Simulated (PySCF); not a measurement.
# Structure elucidation problem

An unknown has the formula C₅H₁₁FOSi. Its calculated NMR data are:

¹H NMR (400 MHz, computed): δ 5.61 (m, 1H), 5.01 (m, 1H), 2.04 (m, 1H), 1.97 (m, 1H), 1.95 (m, 1H), 1.53 (br s, 1H), 1.42 (m, 1H), 1.26 (m, 1H), 1.24 (m, 3H).

¹³C{¹H} NMR (computed): δ 92.9 (CH), 47.5 (CH), 22.1 (CH3), 18.9 (CH2), 14.5 (CH2).

Averaged over atoms made equivalent by symmetry, fast rotation or ring inversion, isolated molecule, no relativistic terms, a single conformation. Structure optimised with GFN2-xTB; NMR shieldings at PBE0/pcSseg-1/GIAO; PySCF 2.14.

δ = σ(ref) − σ, references computed at the same level: TMS for ¹H (31.72 ppm) and ¹³C (186.93 ppm).

Propose a structure and justify it.

Results:


- Rings plus π bonds: 1 (1 ring in the answer).
- 5 carbon signals for 5 carbons: no two carbons are equivalent.
- Carbon types of the structure: 2 × CH, 2 × CH2, 1 × CH3, leaving 2 H on heteroatoms.
- δC 92.9: sp3 CH bonded to F; the inductive effect lowers its shielding.
- δC 22.1: methyl carbon; saturated and bonded to C and H only.
- δC 14.5: sp3 CH2 in a ring; aliphatic region, no heteroatom directly attached.
- δH 5.61: hydrogen on a silicon bonded to 2 C, O, in a 4-membered ring.
- δH 5.01: hydrogen on an sp3 CH bonded to F; its carbon carries F, hence the downfield position.
- δH 2.04: hydrogen on an sp3 CH bonded to Si.
- δH 1.53: hydrogen on an oxygen bonded to Si; exchangeable, gas-phase position.

These data were computed for `C[C@@H](F)[C@@H]1CC[Si@H]1O`.

This is the structure that produced the data.

Exchangeable OH/NH protons stand at their gas-phase positions; hydrogen bonding in a real sample shifts them, mostly to higher δ. Splittings by ¹⁹F in the carbon and heteronuclear signals aren't shown, as no couplings were computed. Shifts are as computed. Against solution values, carbons near 30 ppm lie about +3 ppm off and those near 130 ppm about +5 ppm. Of 1309 compounds with measured shifts, 239 miss one by over three times the rms of a fit or turn the order of signals round; such compounds aren't used in these exercises. Multiplicities follow the n + 1 count of equivalent neighbours, as no J values were calculated; m marks all less simple cases, F and P coupling included.
